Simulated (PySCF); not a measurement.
C2H4F, SMILES C[CH]F, multiplicity 2. Atoms are numbered in the order given.

```xyz
7

C     -1.1520     0.1680    -0.3059
C      0.3055     0.3778    -0.2222
F      0.9904    -0.5518     0.4841
H     -1.5972     0.9206    -0.9577
H     -1.6367     0.2429     0.6785
H     -1.3846    -0.8219    -0.7074
H      0.7837     1.3493    -0.2020
```
Charge 0, spin multiplicity 2.

Coordinates come from a B3LYP-D3(BJ)/def2-TZVP optimisation. The isomer is the one that the SMILES or the coordinates give; other isomers of the formula were not compared.

Level of theory: TDA-PBE/def2-SVPD (PySCF).

Vertical excitations. The molecule is in vacuum.

Q: List the lowest excited states. (An estimate is asked for; the answer gives what the named calculation found.)

A: 
| state | energy (eV) | λ (nm) | f | main pairs |
|---|---|---|---|---|
| root 1 | 4.62 | 268 | 0.001 | α HOMO→LUMO 100 % |
| root 2 | 5.32 | 233 | 0.015 | α HOMO→LUMO+1 100 % |
| root 3 | 6.00 | 206 | 0.001 | α HOMO→LUMO+2 51 %, β HOMO→LUMO 48 % |
| root 4 | 6.06 | 205 | 0.001 | α HOMO→LUMO+2 48 %, β HOMO→LUMO 51 % |
| root 5 | 6.52 | 190 | 0.042 | α HOMO→LUMO+3 98 % |
| root 6 | 6.55 | 189 | 0.000 | α HOMO→LUMO+4 99 % |
| root 7 | 7.32 | 169 | 0.002 | α HOMO→LUMO+5 97 % |
| root 8 | 7.40 | 168 | 0.002 | β HOMO−2→LUMO 61 %, β HOMO−1→LUMO 34 % |
| root 9 | 7.56 | 164 | 0.037 | α HOMO→LUMO+6 40 %, β HOMO−1→LUMO 28 %, β HOMO−2→LUMO 23 % |
| root 10 | 7.71 | 161 | 0.012 | α HOMO→LUMO+7 42 %, α HOMO→LUMO+6 41 %, β HOMO−1→LUMO 15 % |
Unrestricted roots are not spin-pure.
